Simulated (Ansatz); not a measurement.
[InF6]3- (InF₆³⁻). Charge -3, multiplicity 1. Geometry PBE-D4/def2-SVPD; atoms count from 1.

Cartesian coordinates in Å:
```
In 0.000 0.000 0.000
F -1.000 -0.176 -1.954
F 1.000 0.176 1.954
F 1.585 1.220 -0.921
F -1.584 -1.220 0.921
F 1.156 -1.824 -0.427
F -1.157 1.825 0.427
```

In the def2 sets In takes a core potential; there is no spin–orbit coupling. A multiply charged anion in the gas phase is held together partly by the finite basis. The highest occupied level of the charge -3 singlet lies above zero (up to 4.20 eV). The electron is either unbound and held by the finite basis, or the level is raised by self-interaction error.

Question: Estimate the Mulliken populations from the PBE0/def2-TZVPD orbitals of Ansatz.

Answer: 
| atom | charge (e) |
| --- | --- |
| In1 | 2.52 |
| F2 | -0.92 |
| F3 | -0.92 |
| F4 | -0.92 |
| F5 | -0.92 |
| F6 | -0.92 |
| F7 | -0.92 |
Mulliken values depend strongly on the basis. With diffuse functions, as here, like atoms can get unlike values, and bond orders can come out too low or too high.
